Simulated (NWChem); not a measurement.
Molecule: CH5FOSi2; SMILES O=C([SiH3])[SiH2]F

```xyz
10

O     -1.8013    -0.8415    -0.0015
C     -0.6509    -0.4510     0.0047
Si     0.8550    -1.6879    -0.0010
Si    -0.3983     1.4659     0.0195
F      1.2067     1.7535     0.0176
H      1.6858    -1.4185     1.2109
H      0.3493    -3.0893    -0.0004
H      1.6758    -1.4165    -1.2194
H     -1.0009     2.0592    -1.2043
H     -0.9941     2.0389     1.2562
```
Atoms are numbered in this order, from 1.

All runs: NWChem. Geometry: optimised at PBE0/def2-SVP. Level: PBE0/def2-SVP with SMD (1 M gas to 1 M solution), gas-phase geometry. Reactions with the solvent are ignored.

Problem. Estimate the computed values for solvent toluene. Quantities: solvation free energy (kcal/mol); cavity-dispersion-structure term (kcal/mol); dipole in solution (D).

Solution. 
| Quantity | Value |
|---|---|
| solvation free energy (kcal/mol) | -2.1 |
| cavity-dispersion-structure term (kcal/mol) | -0.6 |
| dipole in solution (D) | 0.62 |
